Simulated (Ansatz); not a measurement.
`[NH2][Ge]1([I])[O][AlH]1`, charge 0, multiplicity 1.

Task: Give a relaxed structure at PBE0-D4/def2-TZVP (the Gaussian-basis code of Ansatz). (An estimate is asked.)

Result: The calculation gave: 
```xyz
8

N     1.399    1.105   -0.131
Ge    0.255   -0.207    0.401
I     0.195    0.037    2.929
O    -1.448    0.044   -0.364
Al   -1.207   -1.578   -0.810
H     1.582    1.814    0.566
H     1.157    1.532   -1.015
H    -1.932   -2.747   -1.576
```
